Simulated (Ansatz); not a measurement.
F$_{2}$Si, singlet, at a GFN2-xTB geometry; CAM-B3LYP/6-31G (Ansatz, a quantum-chemistry and plane-wave program).

Input for Ansatz:
Ansatz 0.2 input:
```yaml
crystal:
  periodic: [false, false, false]
  atoms:
    - {symbol: Si, position_ang: [-0.03685565, -0.01764442, 0.62704345]}
    - {symbol: F, position_ang: [1.00111955, -0.63280559, -0.44873539]}
    - {symbol: F, position_ang: [-0.94378855, 0.66025247, -0.52666553]}
basis:
  gaussian:
    orbitals: 6-31G
hamiltonian:
  xc: cam_b3lyp
```

It wrote (shortened):

```
Functional definition: CAM-B3LYP
292 factors; integrals over basis functions are off by at most 1.4e-4 eV
141 factors; integrals over basis functions are off by at most 2.7e-6 eV
mean field evaluation 1: about -13306.1208 eV, gradient 4.4e1 eV
mean field evaluation 2: about -13303.2812 eV, gradient 6.4e1 eV
mean field evaluation 4: about -13309.3603 eV, gradient 7.8e-1 eV
mean field evaluation 8: about -13309.3635 eV, gradient 4.2e-3 eV
mean field -13309.36345142 eV, -489.1100854292 hartree, gradient 6.1e-5 eV, S^2 0.000000; 0 other end points of the search recorded, 0 dependent functions left out
reference -13309.36353454 eV, -489.1100884837 hartree; 16, 16 occupied and 15, 15 virtual orbitals, 292 factors
Total energy: -13309.36353454 eV, -489.1100884837 hartree
```
